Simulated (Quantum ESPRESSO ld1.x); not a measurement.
These are the eigenvalues of the occupied orbitals of an atom or ion with whole-number occupations (eV). Calculated with ld1.x of Quantum ESPRESSO 7.5: scalar-relativistic Kohn-Sham, relativistic LDA (MacDonald-Vosko exchange, VWN5 correlation), spin-unpolarised, spherical densities, point nucleus.

| orbital | eigenvalue |
|---|---|
| 1s | -73894.7 |
| 2s | -13311.8 |
| 2p | -11676.7 |
| 3s | -3493.42 |
| 3p | -3012.06 |
| 3d | -2472.82 |
| 4s | -1122.67 |
| 4p | -961.118 |
| 4d | -760.496 |
| 4f | -535.727 |

Which element is it, and in what charge state? The configuration may be excited.

Answer. Z = 76, osmium, charge +20: Os20+ in [Kr] 4d10 4f10. The list shows which subshells hold electrons but not how many an open one holds; the 1s level, -2715.6 hartree, gives Z - s = 73.7 by -(Z - s)^2/2, which with screening and relativity narrows Z to a few neighbours, and the depths of the outer levels then fix element, charge and occupations together.
